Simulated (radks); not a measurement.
Charge is removed step by step from the 3p down level of Cr2+, starting from [Ne] 3s2 3p(up 3, down 3) 3d4. All-electron calculation, scalar-relativistic Kohn-Sham, PBE, spin-polarised, spherical densities, finite nucleus; open shells are filled with parallel spins first; Fermi nuclear charge, rms radius 3.6452 fm. Program: a radial shooting solver on a logarithmic mesh with Libxc functionals.

| removed (e) | E - E(0) (eV) | eigenvalue (eV) | E minus straight line (eV) |
|---|---|---|---|
| 0 | 0.000 | -63.754 | 0.000 |
| 0.1 | 6.454 | -65.354 | -0.753 |
| 0.2 | 13.069 | -66.979 | -1.344 |
| 0.3 | 19.847 | -68.629 | -1.772 |
| 0.4 | 26.792 | -70.301 | -2.033 |
| 0.5 | 33.905 | -71.995 | -2.127 |
| 0.6 | 41.189 | -73.709 | -2.050 |
| 0.7 | 48.645 | -75.442 | -1.800 |
| 0.8 | 56.275 | -77.192 | -1.377 |
| 0.9 | 64.081 | -78.960 | -0.777 |
| 1 | 72.064 | -80.743 | 0.000 |

Removing the whole electron costs 72.064 eV by Delta-SCF, against 63.754 eV from minus the eigenvalue at the starting occupation. Slater's transition state (half an electron removed) gives 71.995 eV. Integrating minus the eigenvalue over the occupation (Janak's theorem) gives 72.079 eV. In this scalar-relativistic scheme the density is built from large components alone, so the theorem holds only approximately. The mean slope of the eigenvalue, de/dn, is 17.0 eV per electron.
